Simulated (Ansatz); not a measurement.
Reaction (formal loss of a carbene): `C[O][Zr]([OH])([OH])[SH]` → `[CH2]` (triplet) + `[OH][Zr]([OH])([OH])[SH]`

Isolated molecules relaxed with PBE0-D4/def2-TZVP in Ansatz; ΔE leaves out vibrations. CCSD(T)/CBS is the MP2 limit (def2-TZVPP, def2-QZVPP) plus CCSD(T) − MP2 in def2-TZVPP, frozen cores. This one scheme is used for every species. Functionals use def2-TZVPP. HSE06 is defined as in plane-wave codes. Triplets are unrestricted, without spin–orbit coupling. def2 core potentials past Kr. For Zr outer-core shells are correlated without core-valence functions, which leaves a few kJ/mol of doubt a bond. Each species was taken in one conformer, which may not be the lowest.

`C[O][Zr]([OH])([OH])[SH]`:

Cartesian coordinates in Å:
```
C 0.176 -1.944 -1.212
O 0.049 -0.821 -0.405
Zr -0.075 0.757 0.655
O -1.568 1.795 0.038
O -0.157 0.318 2.519
S 2.004 2.085 0.362
H -0.595 -1.948 -1.990
H 0.073 -2.858 -0.617
H 1.158 -1.956 -1.697
H -2.409 2.202 -0.142
H -0.291 -0.103 3.362
H 1.635 2.473 -0.873
```

`[CH2]` (triplet):

Z-matrix (Å, degrees):
```
C
H 1 1.079
H 1 1.079 2 134.9
```

`[OH][Zr]([OH])([OH])[SH]`:

Z-matrix (Å, degrees):
```
Zr
O 1 1.917
O 1 1.918 2 108.8
O 1 1.913 2 113.0 3 -124.5
S 1 2.480 2 109.1 3 119.5
H 2 0.952 1 164.1 3 9.4
H 3 0.952 1 164.0 2 -161.4
H 4 0.953 1 164.0 2 14.4
H 5 1.346 1 92.2 2 -51.0
```

CCSD(T)/CBS gives +389.9 kJ/mol.

(1) Another level gave +393.2 kJ/mol. Which?
A. HF/def2-TZVPP
B. CAM-B3LYP-D4/def2-TZVPP
C. HSE06/def2-TZVPP
D. BLYP/def2-TZVPP

Largest T1 diagnostic among the species: 0.017.

## Answers

(1) B. CAM-B3LYP-D4 393.2, HSE06 386.0, BLYP 381.0, HF/def2-TZVPP 253.4 kJ/mol.

From BLYP to BHLYP (50 % exact exchange), in def2-TZVPP and without D4, ΔE moves by −9.8 kJ/mol. At CCSD(T), def2-SVP lies −3.4 kJ/mol from the extrapolated value and def2-TZVPP −7.1 kJ/mol. Leaving LDA and LC-ωPBE aside and taking each functional with its dispersion term where it has one, the values, not all of them listed here, spread over 39.5 kJ/mol, from r2SCAN0-D4 to ωB97X-V. LDA lies +69.0 kJ/mol from PBE without D4.
